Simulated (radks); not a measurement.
The numbers below are computed, except where a source is named.
Question: Radial electron density D(r) = 4 pi r^2 rho(r) of an atom or ion with 44 electrons. Code: a radial shooting solver on a logarithmic mesh with Libxc functionals. Model: Dirac Kohn-Sham, LDA (Slater exchange, Perdew-Wang correlation), spin-unpolarised, spherical densities, finite nucleus; Fermi nuclear charge, rms radius of each element as measured or else 0.836 A^(1/3) + 0.57 fm.

```
   r/bohr * D(r) (the largest magnitude, 72.2, reaches the edge; | marks zero)
 0.001089 |*
 0.001452 | *
 0.001937 |  *
 0.002583 |    *
 0.003473 |      *
 0.004632 |          *
 0.006178 |                *
  0.00824 |                       *
  0.01099 |                               *
  0.01466 |                                       *
  0.01955 |                                            *
  0.02608 |                                            *
  0.03506 |                                        *
  0.04676 |                                      *
  0.06237 |                                           *
  0.08318 |                                                     *
   0.1109 |                                                      *
    0.148 |                                           *
   0.1974 |                                    *
   0.2632 |                                          *
   0.3539 |                                        *
    0.472 |                      *
   0.6296 |           *
   0.8397 |            *
     1.12 |          *
    1.494 |     *
    1.992 | *
    2.657 |*
    3.573 *
    4.765 *
    6.355 *
```

What is the nuclear charge?

Answer: Z = 46. The innermost maximum, from 1s, lies near gamma/Z bohr with gamma = sqrt(1 - (Z/c)^2) = 0.942, here 0.0205 bohr (found: 0.0224), and its height grows with Z. The density is that of the palladium ion Pd2+ in [Kr] 4d8; the configuration itself is not fixed sharply by these data, and Z only to a few units. D(r) has 4 maxima, at r = 0.0224, 0.0984, 0.297, 0.895 bohr, and minima at 0.0446, 0.194, 0.682 bohr, inside which lie 2.04, 11.18, 29.12 electrons.
